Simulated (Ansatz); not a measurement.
Al(Cl)(Br)(NH2) (AlBrClH₂N), SMILES [NH2][Al]([Cl])[Br].

Geometry: PBE0-D3(BJ)/def2-SVP. The structure was generated by enumeration; whether it is a known compound was not checked. Other conformers were not sampled.

Two levels are set side by side: PBE/def2-SVPD (Ansatz, a quantum-chemistry and plane-wave program) and PBE0/def2-SVPD (Ansatz). Energy differences of separate SCF runs at the same geometry; the states with an electron removed or added have multiplicity 2 and 2. Differences are taken from unrounded values.

| quantity | PBE0 | PBE | PBE minus PBE0 |
|---|---|---|---|
| vertical ionisation energy (eV) | 10.23 | 9.88 | -0.36 |
| vertical singlet–triplet gap (eV) | 5.53 | 5.14 | -0.38 |
